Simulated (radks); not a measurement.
Initial-state core-level shifts of neutral caesium when its valence configuration changes from [Xe] 6s1. Method: Dirac Kohn-Sham, PBE, spin-unpolarised, spherical densities, finite nucleus; open shells fill j = l - 1/2 first; Fermi nuclear charge, rms radius 4.8041 fm; computed with a radial shooting solver on a logarithmic mesh with Libxc functionals. Shifts are changes of the shell-averaged eigenvalues in eV (positive: less bound); the change of the density at the nucleus, which sets a Mossbauer isomer shift, is in e/bohr^3, on a base of 2.962e+05.

valence          1s      3d      4p      5s  density at nucleus
6s0.5 6p0.5  -0.606  -0.607  -0.606  -0.602               -3.48
6p1          -1.186  -1.189  -1.186  -1.175               -7.21
5d1          -0.157  -0.123  -0.119  -0.086               -7.81
4f1          -3.522  -3.517  -3.509  -3.472               -6.97
